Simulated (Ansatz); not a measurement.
Consider the redistribution: `[CH3][Al]([OH])[Br]` + `F[SiH2]O[SiH3]` → `[CH3][Al]([OH])[F]` + `[SiH3]O[SiH2]Br`.

Calculated with Ansatz (gas phase, PBE0-D4/def2-TZVP geometries, no zero-point term in ΔE). CBS: MP2 limit from def2 TZ/QZ plus the TZ coupled-cluster correction, frozen cores. DFT in def2-TZVPP. For Br outer-core shells are correlated without core-valence functions, which leaves a few kJ/mol of doubt a bond. Scalar relativity is left out up to krypton. Each species was taken in one conformer, which may not be the lowest.

```
             level  ΔE (eV)
            B97M-V     0.31
              PBE0     0.30
SCS-MP2/def2-TZVPP     0.32
     HF/def2-QZVPP     0.45
```

(1) What does CCSD(T)/CBS give? (An estimate is asked.)

Largest T1 diagnostic among the species: 0.012.

## Answers

(1) Computed: +0.29 eV. The listed levels differ from it by 0.02, 0.01, 0.03, 0.16 eV.

Leaving LDA and LC-ωPBE aside and taking each functional with its dispersion term where it has one, the values, not all of them listed here, spread over 0.12 eV, from revPBE-D4 to BHLYP-D4. In def2-TZVPP, CCSD(T) changes the Hartree–Fock value by −0.13 eV (the triples alone add −0.01 eV) and MP2 by −0.15 eV. From BLYP to BHLYP (50 % exact exchange), in def2-TZVPP and without D4, ΔE moves by +0.09 eV.
